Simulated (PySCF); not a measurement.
## Worked example: chemical shift, span and skew from a shielding tensor

CH2F, SMILES [CH2]F (connectivity only; charge and spin as stated), charge +1, multiplicity 1. Atoms are numbered in the order given.

```xyz
4

C      0.0000     0.0000    -0.5899
F      0.0000     0.0000     0.6356
H      0.0000     0.9768    -1.0904
H      0.0000    -0.9768    -1.0904
```
Charge +1, spin multiplicity 1.

Geometry optimised at PBE0-D3(BJ)/def2-TZVPD. The multiplicity is an assumed one; other spin states were not compared. The isomer is the one that the SMILES or the coordinates give; other isomers of the formula were not compared.

GIAO shieldings from KT2/pcSseg-2 (PySCF), non-relativistic, no solvent. The symmetric part of the tensor of C1 has the principal values -273.1, -83.2, 83.9 ppm. The same nucleus in TMS has σ = 184.2 ppm at this level (PySCF, at its B3LYP-D3(BJ)/def2-TZVP geometry).

Problem. Work out the isotropic shielding, the ¹³C shift against TMS, the span and the skew.

Solution. 
σ(iso) = (σ11 + σ22 + σ33)/3 = -90.8 ppm. δ = σ(ref) − σ(iso) = 184.2 − (-90.8) = 275.0 ppm.
Span Ω = σ33 − σ11 = 357.0 ppm. Skew κ = 3(σ(iso) − σ22)/Ω = -0.06. Tumbling in solution averages the tensor to δ; in a static solid the shielding alone would spread this spin-1/2 line over Ω.
